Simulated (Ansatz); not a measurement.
`[F][Sn]([F])[O][SiH3]` radical. Charge 0, multiplicity 2. Sn takes the def2 core potential. The geometry is a stationary point of PBE0-D4/def2-TZVP. It is one conformer, not always the lowest.

```xyz
8

F     2.121    0.505   -1.911
Sn    1.834    0.546   -0.018
F     3.175   -0.617    0.691
O     0.160   -0.390    0.295
Si   -1.456   -0.075    0.246
H    -1.763    0.957   -0.780
H    -1.924    0.417    1.568
H    -2.147   -1.343   -0.092
```

**Question.** What is the dipole moment at PBE/def2-TZVPP? (Estimate.)

**Answer.** The calculation gave: 2.95 D, with components (-1.58, 2.15, 1.25) D in this frame, pointing from negative to positive charge.

**Question.** And with r2SCAN, B3LYP, ωB97M-V? (Estimate.)

**Answer.** Computed: r2SCAN 3.07 D, B3LYP 3.23 D, ωB97M-V 3.22 D.

**Question.** Give the Mulliken charges with PBE, ωB97M-V, B3LYP in def2-TZVPP. (Best estimate.)

**Answer.** Computed: 
| atom | PBE | ωB97M-V | B3LYP |
| --- | --- | --- | --- |
| F1 | -0.41 | -0.45 | -0.45 |
| Sn2 | 1.09 | 1.24 | 1.23 |
| F3 | -0.40 | -0.45 | -0.45 |
| O4 | -0.47 | -0.56 | -0.55 |
| Si5 | 0.36 | 0.33 | 0.43 |
| H6 | -0.06 | -0.03 | -0.07 |
| H7 | -0.06 | -0.04 | -0.07 |
| H8 | -0.05 | -0.03 | -0.06 |

B3LYP here is the variant with VWN-RPA as its local correlation; programs differ in this.
